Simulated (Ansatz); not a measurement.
`O[SiH](Cl)[SiH2]Cl` + `F[SiH](Cl)[S][GeH3]` → `Cl[SiH2][S][GeH3]` + `O[Si@H](Cl)[Si@H](F)Cl`  (redistribution)

Isolated molecules relaxed with PBE0-D4/def2-TZVP in Ansatz; ΔE leaves out vibrations. CCSD(T)/CBS adds triple-zeta CCSD(T) − MP2 to the extrapolated MP2 energy (def2 sets, frozen cores). DFT in def2-TZVPP. B3LYP here is the variant with VWN-RPA as its local correlation; programs differ in this. For Ge outer-core shells are correlated without core-valence functions, which leaves a few kJ/mol of doubt a bond. Scalar relativity is left out up to krypton. Each species was taken in one conformer, which may not be the lowest.

```json
{"level": "B3LYP", "ΔE (kcal/mol)": "2.6"}
{"level": "CCSD(T)/def2-TZVPP", "ΔE (kcal/mol)": "3.7"}
```

Q: What does CCSD(T)/CBS give? (Estimate.)

A: The calculation gave: +3.8 kcal/mol. The listed levels differ from it by -1.2, -0.1 kcal/mol.

Largest T1 diagnostic among the species: 0.011.

In def2-TZVPP, CCSD(T) changes the Hartree–Fock value by +1.2 kcal/mol (the triples alone add +0.2 kcal/mol) and MP2 by +1.4 kcal/mol. The D4 term adds +0.9 kcal/mol with B3LYP and +0.5 kcal/mol with PBE0; it sums over pairs of atoms, weighted by their polarisabilities, and B3LYP, whose exchange is more repulsive, gets the larger term.

CCSD(T)/CBS has its own doubt, a few kJ/mol and more with outer-core shells, so smaller differences from it don't rank the levels.
